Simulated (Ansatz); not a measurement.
Basis sets compared for Ag₄H₄⁺ (the lowest doublet isomer of a short search). Total charge 1; doublet. Geometry r2SCAN-D4/def2-SVP. Ansatz on 4 threads of Intel Xeon on a shared host; times are rough, and most runs start from earlier orbitals.

| atom | x (Å) | y (Å) | z (Å) |
| --- | --- | --- | --- |
| Ag1 | -0.537 | -0.230 | 1.568 |
| Ag2 | 0.749 | 1.996 | 0.550 |
| Ag3 | -0.750 | -1.997 | -0.550 |
| Ag4 | 0.537 | 0.230 | -1.567 |
| H5 | 0.042 | 1.343 | 2.040 |
| H6 | -1.143 | -1.814 | 1.171 |
| H7 | -0.042 | -1.343 | -2.040 |
| H8 | 1.143 | 1.814 | -1.171 |

In the def2 sets Ag takes a core potential; there is no spin–orbit coupling. No other spin state of charge 1 was run. The structure comes from a short search, and lower isomers may exist.

| level | functions | energy (Eh) | HOMO (eV) | LUMO (eV) | wall time |
| --- | --- | --- | --- | --- | --- |
| PBE-D4/def2-SVP | 144 | -590.0373 | -11.01 | -10.71 | 6 s |
| PBE0-D4/def2-SVP | 144 | -589.9568 | -11.94 | -10.23 | 9.5 s |

(1) Estimate the rows for PBE-D4/def2-TZVP (with forces), PBE0-D4/def2-TZVP.

## Answers

(1) 
```csv
level,functions,energy (Eh),HOMO (eV),LUMO (eV),wall time
PBE-D4/def2-TZVP (with forces),184,-590.1935,-11.01,-10.71,8.6 s
PBE0-D4/def2-TZVP,184,-590.1061,-11.95,-10.22,14 s
```
